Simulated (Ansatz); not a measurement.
CH₄FGeNS (`N=C(F)[S][GeH3]`). Charge 0, multiplicity 1. The geometry is a stationary point of PBE0-D4/def2-TZVP. It is one conformer, not always the lowest.

```xyz
9

N     0.726   -2.399   -0.751
C     0.464   -1.237   -0.392
F     1.414   -0.302   -0.151
S    -1.169   -0.662   -0.153
Ge   -0.810    1.460    0.473
H     1.727   -2.557   -0.840
H    -2.240    1.972    0.688
H    -0.005    1.496    1.775
H    -0.107    2.228   -0.649
```

(1) What is the dipole moment at r2SCAN/def2-TZVPP? (Best estimate.)

(2) And with PBE, B3LYP, ωB97M-V? (Best estimate.)

(3) Give the Mulliken charges with r2SCAN, PBE, ωB97M-V in def2-TZVPP. (Estimate.)

Answers

(1) Ansatz gave: 2.34 D, with components (0.59, 2.17, 0.63) D in this frame, pointing from negative to positive charge.

(2) Computed: PBE 2.24 D, B3LYP 2.29 D, ωB97M-V 2.34 D.

(3) Ansatz gave: 
| atom | r2SCAN | PBE | ωB97M-V |
| --- | --- | --- | --- |
| N1 | -0.31 | -0.23 | -0.24 |
| C2 | 0.27 | 0.17 | 0.22 |
| F3 | -0.19 | -0.16 | -0.19 |
| S4 | -0.16 | -0.15 | -0.12 |
| Ge5 | 0.18 | 0.14 | 0.07 |
| H6 | 0.17 | 0.17 | 0.13 |
| H7 | 0.01 | 0.02 | 0.04 |
| H8 | 0.01 | 0.02 | 0.04 |
| H9 | 0.01 | 0.02 | 0.04 |

B3LYP here is the variant with VWN-RPA as its local correlation; programs differ in this.
